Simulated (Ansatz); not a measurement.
A nudged elastic band was laid between two geometries of CH8AlNO2Si (14 atoms, charge 0, multiplicity 1).

The calculation used RKS PBE/def2-SVP (Ansatz 0.2.0).

```json
{
 "movable images": "9",
 "climbing image": "yes",
 "spring": "5.0 eV/Å²",
 "optimiser": "quadratic models (default)",
 "start path": "straight line",
 "force threshold": "0.03 eV/Å",
 "iteration limit": "58",
 "end points": "relaxed"
}
```

Initial state:

```xyz
14
Properties=species:S:1:pos:R:3
N -1.994 0.382 -0.835
C -1.184 0.530 0.392
Si 0.465 -0.374 0.004
O 0.117 -1.989 0.411
O 0.586 -0.121 -1.661
Al 2.616 0.401 0.914
H -2.766 1.060 -0.868
H -2.425 -0.551 -0.860
H -0.958 1.609 0.537
H -1.672 0.175 1.329
H 0.824 -2.612 0.167
H -0.341 0.157 -1.910
H 2.804 1.852 1.584
H 3.914 -0.548 0.825
```

Final state:

```xyz
14
Properties=species:S:1:pos:R:3
N -2.427 0.176 -0.180
C -1.228 0.590 0.574
Si 0.394 -0.146 -0.111
O -0.022 -1.798 -0.151
O 0.706 0.433 -1.680
Al 2.586 0.260 0.956
H -2.379 0.538 -1.143
H -2.422 -0.849 -0.274
H -1.169 1.700 0.594
H -1.351 0.285 1.638
H 0.676 -2.376 -0.508
H -0.052 0.413 -2.294
H 2.904 1.564 1.842
H 3.768 -0.819 0.767
```

Q: What changes between the two ends?

A: No bond is made or broken. The height of N1 over the plane of its neighbours goes from -0.38 to 0.41 Å.

Q: What energy profile does the band end with?

A: The run converged. The highest image is number 5 of 0 to 10, 27.1 kJ/mol above the first end and 9.4 kJ/mol above the last; the last end lies 17.7 kJ/mol above the first. Another band between the same ends (9 images) ends at a top of the same energy, where a vibrational analysis finds 1 clearly imaginary mode.

| image | path coordinate (Å) | energy (kJ/mol) | height of N1 over the plane of its neighbours (Å) |
| --- | --- | --- | --- |
| 0 | 0.00 | 0.0 | -0.38 |
| 1 | 0.18 | 0.2 | -0.38 |
| 2 | 0.37 | 1.7 | -0.36 |
| 3 | 0.55 | 8.2 | -0.26 |
| 4 | 0.73 | 20.9 | -0.09 |
| 5 | 0.91 | 27.1 | 0.11 |
| 6 | 1.30 | 21.0 | 0.35 |
| 7 | 1.69 | 19.3 | 0.38 |
| 8 | 2.07 | 18.5 | 0.40 |
| 9 | 2.46 | 17.9 | 0.40 |
| 10 | 2.85 | 17.7 | 0.41 |

Q: What is the geometry of the highest image?

A: 
```xyz
14
Properties=species:S:1:pos:R:3
N -2.188 0.385 -0.556
C -1.227 0.467 0.531
Si 0.436 -0.347 0.006
O 0.140 -1.998 0.291
O 0.521 0.008 -1.651
Al 2.627 0.385 0.865
H -2.393 1.196 -1.132
H -2.449 -0.523 -0.934
H -1.055 1.536 0.775
H -1.622 0.005 1.466
H 0.854 -2.582 -0.022
H -0.412 0.196 -1.917
H 2.844 1.824 1.552
H 3.911 -0.581 0.755
```

Run time: 4.6 min on 2 threads of Intel(R) Xeon(R) Platinum 8488C (Sapphire Rapids) (shared host), peak memory 0.2 GiB.
